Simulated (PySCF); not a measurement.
**SeS: energy against distance**

Set-up: PySCF, scalar-relativistic core potentials, basis sets Se cc-pVTZ-PP with ECP10, S cc-pV(T+d)Z. Energies in eV from Se + S in their ground configurations at the same level. State: ³Σ⁻ (triplet), unpaired electrons π ↑↑.

All columns are PBE0. A positive dipole means Se(−)S(+).

| R (Å) | E (eV) | μ (D) | Mulliken charge on Se (basis-dependent) | HOMO (eV) | LUMO (eV) | Mayer bond order | ⟨S²⟩ |
| --- | --- | --- | --- | --- | --- | --- | --- |
| 1.746 | -2.341 | -0.45 | 0.08 | -6.13 | -2.73 | 2.13 | 2.01 |
| 1.827 | -3.320 | -0.53 | 0.10 | -6.38 | -3.00 | 2.10 | 2.01 |
| 1.908 | -3.854 | -0.60 | 0.11 | -6.61 | -3.25 | 2.08 | 2.01 |
| 1.969 | -4.042 | -0.65 | 0.12 | -6.78 | -3.43 | 2.06 | 2.01 |
| 2.030 | -4.094 | -0.70 | 0.12 | -6.93 | -3.60 | 2.05 | 2.01 |
| 2.091 | -4.042 | -0.73 | 0.12 | -7.07 | -3.77 | 2.04 | 2.01 |
| 2.172 | -3.857 | -0.78 | 0.12 | -7.25 | -3.97 | 2.03 | 2.01 |
| 2.274 | -3.499 | -0.82 | 0.11 | -7.45 | -4.19 | 2.02 | 2.01 |
| 2.395 | -2.965 | -0.86 | 0.10 | -7.66 | -4.44 | 2.01 | 2.01 |
| 2.558 | -2.185 | -0.90 | 0.09 | -7.54 | -4.71 | 2.01 | 2.01 |

A fit through these points gives, at Re = 2.027 Å, μ = -0.69 D and dμ/dR = -0.674 D/Å; the reduced mass is 22.84 u.

Question: How strong is the fundamental in the double-harmonic approximation, I = 42.26·(dμ/dR)²/μred km/mol?

Answer: I = 42.26·(-0.674)²/22.84 = 0.841 km/mol at PBE0.

Spin–orbit coupling is left out. The state is the lowest determinant that a PBE0 search found; another state may lie lower at other levels.
